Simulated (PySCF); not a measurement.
## C7H9ClO: full NMR table

```
Formula                               : C7H9ClO
SMILES                                : C=C[C@@]1(C)C[C@@H]1C(=O)Cl
Point group of the computed structure : C1
Degrees of unsaturation               : 3
Carbon signals                        : 7
Proton signals                        : 7
```

Numbering as in the mapped SMILES `[CH2:1]=[CH:2][C@@:3]1([CH3:4])[CH2:5][C@@H:6]1[C:7](=[O:8])[Cl:9]`. Each H is labelled by its parent atom. Ha(C1) is cis to C3; Ha(C5) is cis to C7 on the ring; Hb(C1) is trans to C3; Hb(C5) is trans to C7 on the ring.

Computed data (PySCF 2.14): NMR shieldings at PBE0/pcSseg-1/GIAO, structure optimised with GFN2-xTB. One computed conformer, one averaged value for each set of equivalent atoms, gas phase, non-relativistic Hamiltonian.

References, each an isolated molecule treated in the same way: ¹H, ¹³C against TMS; ¹⁷O against H2O.

| carbon | δC, type | δH (multiplicity) | HMBC from (2–3 bonds) | span of the C tensor (ppm) |
| --- | --- | --- | --- | --- |
| C1 | 121.5, CH2 | Ha(C1) 5.59 (m); Hb(C1) 5.59 (m) | H(C2) | 219 |
| C2 | 151.3, CH | 5.55 (m) | Hb(C1), Ha(C1), H(C6), Ha(C5), H(C4), Hb(C5) | 219 |
| C3 | 39.6, C | – | Hb(C1), Ha(C1), H(C2), H(C6), Ha(C5), H(C4), Hb(C5) | 71 |
| C4 | 14.3, CH3 | 1.46 (s) | H(C2), H(C6), Ha(C5), Hb(C5) | 26 |
| C5 | 30.5, CH2 | Hb(C5) 1.22 (m); Ha(C5) 1.52 (m) | H(C2), H(C6), H(C4) | 41 |
| C6 | 40.0, CH | 2.16 (m) | H(C2), Ha(C5), H(C4), Hb(C5) | 75 |
| C7 | 182.7, C | – | H(C6), Ha(C5), Hb(C5) | 165 |

Other nuclei:
| atoms | nucleus | environment | δ (ppm) | σ (ppm) |
| --- | --- | --- | --- | --- |
| O8 | ¹⁷O | carbonyl oxygen | 555.5 | -219.4 |

1. Carbon types of the structure: 2 × C, 2 × CH, 2 × CH2, 1 × CH3, which accounts for all hydrogens.
2. δC 182.7: carbonyl carbon.
3. δC 151.3: alkene CH; as expected for a trigonal carbon in a double bond.
4. δC 121.5: terminal =CH2 carbon; as expected for a trigonal carbon in a double bond.
5. δC 14.3: methyl carbon; aliphatic region, no heteroatom directly attached.
6. δH 5.55: hydrogen on an alkene CH; a vinylic proton, deshielded by the sp2 carbon and the C=C anisotropy.

Carbons that carry Cl, above all several Cl atoms, come out too deshielded, partly because spin–orbit coupling is missing. Shifts are as computed. Against solution values, carbons near 30 ppm lie about +3 ppm off and those near 130 ppm about +5 ppm; carbons on Cl a further +6 ppm. Of 1211 compounds with measured shifts, 218 miss one by over three times the rms of a fit or turn the order of signals round; such compounds aren't used in these exercises. Unscaled 17O shifts of doubly bonded oxygen tend to come out too high, by tens of ppm or more. Experimental scales use liquid or dissolved standards, which lie at an offset from isolated H2O (liquid H2O: subtract about 36 ppm). Multiplicities follow the n + 1 count of equivalent neighbours, as no J values were calculated; m marks all less simple cases, F and P coupling included.
